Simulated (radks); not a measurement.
Values are calculated unless marked as measured or tabulated.
The tellurium ion Te9+ is in [Kr] 4d(3/2: 4, 5/2: 3). Code: a radial shooting solver on a logarithmic mesh with Libxc functionals. Model: Dirac Kohn-Sham, BLYP, spin-unpolarised, spherical densities, finite nucleus; Fermi nuclear charge, rms radius of each element as measured or else 0.836 A^(1/3) + 0.57 fm. Sub-shells are occupied by j as written (lower j first in brackets). One electron is removed from 4p3/2, 4p1/2, 4d3/2, 4d5/2 in turn, with full relaxation. Which removal costs least, and what does each cost?

Answer. 4d5/2 193.32 eV; 4d3/2 195.19 eV; 4p3/2 268.15 eV; 4p1/2 278.98 eV. The 4d5/2 electron leaves first.
